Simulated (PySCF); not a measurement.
Match each property card to its molecule.

Structures:
1. `N[SiH2][C@H]([SiH3])[SiH2]Cl`
2. `COC(=O)[SiH]1N[SiH2]N1`
3. `C=C[PH](=O)C=C`
4. `NCC(F)(F)F`

Card P (geometry GFN2-xTB):
* Rotational constants A, B, C: 3.077, 0.850, 0.763 GHz
* Static isotropic polarisability (CAM-B3LYP/def2-SVPD): 91.4 au
* HOMO energy (CAM-B3LYP/def2-SVPD): -8.60 eV
* Isotropic shieldings of nuclei other than C and H, by class (GIAO PBE0/pcSseg-1): 248 (2 N), -176 (1 O), 122 (1 O), 362 (1 Si), 376 (1 Si) ppm
* Lowest triplet excitation (Tamm–Dancoff) (TDA CAM-B3LYP/def2-SVPD): 4.04 eV

Card Q (geometry GFN2-xTB):
- Rotational constants A, B, C: 5.335, 2.815, 2.775 GHz
- Static isotropic polarisability (PBE0/def2-SVPD): 37.8 au
- Dipole moment (PBE0/def2-SVPD): 3.09 D
- Lowest triplet excitation (Tamm–Dancoff) (TDA PBE0/def2-SVPD): 6.31 eV
- 13C chemical shifts (computed TMS as zero) by class (GIAO PBE0/pcSseg-1): 134.6 (1 C), 50.7 (1 C) ppm
- Isotropic shieldings of nuclei other than C and H, by class (GIAO PBE0/pcSseg-1): 245 (1 N), 263 (3 F) ppm
- Largest of the computed one-bond spin–spin couplings (means over like bonds) (B3LYP/pcJ-1, spin–dipole term left out for some pairs): 19F–13C -345.4 (×3), 13C–1H +143.0 (×2), 15N–1H -70.6 (×2), 13C–13C +67.1, 15N–13C -5.5 Hz

Card R (geometry GFN2-xTB):
- Rotational constants A, B, C: 5.346, 2.027, 1.752 GHz
- Static isotropic polarisability (CAM-B3LYP/def2-SVPD): 73.8 au
- 13C chemical shifts (computed TMS as zero) by class (GIAO PBE0/pcSseg-1): 143.0 (2 C), 139.2 (2 C) ppm
- Lowest triplet excitation (Tamm–Dancoff) (TDA CAM-B3LYP/def2-SVPD): 4.36 eV
- Lowest singlet excitation (TDDFT CAM-B3LYP/def2-SVPD): 6.16 eV (201 nm, f = 0.017)

Card S (geometry GFN2-xTB):
- Rotational constants A, B, C: 1.805, 0.962, 0.724 GHz
- Static isotropic polarisability (B3LYP/def2-SVPD): 112.5 au
- Point group: C1
- Lowest singlet excitation (TDDFT B3LYP/def2-SVPD): 6.00 eV (207 nm, f = 0.009)
- HOMO energy (B3LYP/def2-SVPD): -7.37 eV
- Lowest triplet excitation (Tamm–Dancoff) (TDA B3LYP/def2-SVPD): 5.74 eV

Each SMILES stands for a single optimised conformer of the isolated species, non-relativistic unless stated; the electronic structure was computed with PySCF and density fitting. NMR classes are plain means over equivalent atoms (diastereotopic ones count apart unless rotation or inversion swaps them), as if these changed places fast.

Question: Which card belongs to which structure?

Answer: P = 2, Q = 4, R = 3, S = 1. What ties each card to its structure:
- 1 (card S), CH10ClNSi3, monoisotopic mass 155.0 u, 6 heavy atoms: point group C1; an asymmetric top with C = 0.724 GHz, the lowest such constant on the cards; polarisability 112.5 au for 82 electrons.
- 2 (card P), C2H8N2O2Si2, monoisotopic mass 148.0 u, 8 heavy atoms: an asymmetric top with C = 0.763 GHz; polarisability 91.4 au for 78 electrons.
- 3 (card R), C4H7OP, monoisotopic mass 102.0 u, 6 heavy atoms: 4 C in 2 classes; the least shielded carbon (143.0 ppm) is a terminal =CH2 carbon; an asymmetric top with C = 1.752 GHz; polarisability 73.8 au for 54 electrons.
- 4 (card Q), C2H4F3N, monoisotopic mass 99.0 u, 6 heavy atoms: 2 C in 2 classes; the least shielded carbon (134.6 ppm) is a CF3 carbon; a nearly prolate symmetric top with C = 2.775 GHz, the highest such constant on the cards; polarisability 37.8 au for 50 electrons; dipole 3.09 D.
